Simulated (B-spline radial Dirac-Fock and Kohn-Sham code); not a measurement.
Two-hole binding energies of Lu⁺

System: Lu⁺ in the configuration [Xe] 4f14 6s2.

Input file task.json (cfg lists n, l and occupation; rrms is the nuclear radius in fm):

```json
{"items": [{
  "Z": 71,
  "q": 1,
  "cfg": [[1, 0, 2], [2, 0, 2], [2, 1, 6], [3, 0, 2], [3, 1, 6], [3, 2, 10], [4, 0, 2], [4, 1, 6], [4, 2, 10], [4, 3, 14], [5, 0, 2], [5, 1, 6], [6, 0, 2]],
  "A": 175,
  "rrms": 5.37,
  "do": ["binding", "quiet", "double"]
}]}
```

Run with: `python xray_run.py task.json out`

The computed values come from a radial B-spline solver: ΔSCF Dirac-Fock with Breit, self-energy and vacuum polarisation, finite nucleus, configuration average. U is the two-hole binding energy less the two single-hole energies, the effective repulsion of the holes after relaxation. Each two-hole energy is an average over J within one jj subconfiguration.

```
          holes  E(a) (eV)  E(b) (eV)  E(ab) (eV)  U (eV)
           1s⁻²    63327.4    63327.4    127956.5  1301.7
   1s⁻¹ 2p1/2⁻¹    63327.4    10367.4     74073.7   378.9
   1s⁻¹ 3p1/2⁻¹    63327.4     2284.8           ?       ?
   1s⁻¹ 3p3/2⁻¹    63327.4     2046.0     65467.4    94.1
   1s⁻¹ 3d5/2⁻¹    63327.4     1607.3     65021.0    86.4
   2s⁻¹ 2p1/2⁻¹    10895.0    10367.4     21455.4   193.0
        2p3/2⁻²     9262.5     9262.5     18741.8   216.8
   2s⁻¹ 3p1/2⁻¹    10895.0     2284.8     13262.1    82.3
   2s⁻¹ 3d3/2⁻¹    10895.0     1658.3     12640.0    86.7
2p1/2⁻¹ 3d3/2⁻¹    10367.4     1658.3     12111.1    85.4
2p3/2⁻¹ 3d3/2⁻¹     9262.5     1658.3     11009.6    88.8
        3p1/2⁻²     2284.8     2284.8      4631.1    61.5
3d3/2⁻¹ 3d5/2⁻¹     1658.3     1607.3      3329.5    63.9
5p1/2⁻¹ 5p3/2⁻¹      50.81      43.82       108.3    13.7
```

**Question.** Give the missing two-hole energy and U.

**Answer.** E(ab) = 65721.0 eV and U = 108.8 eV.
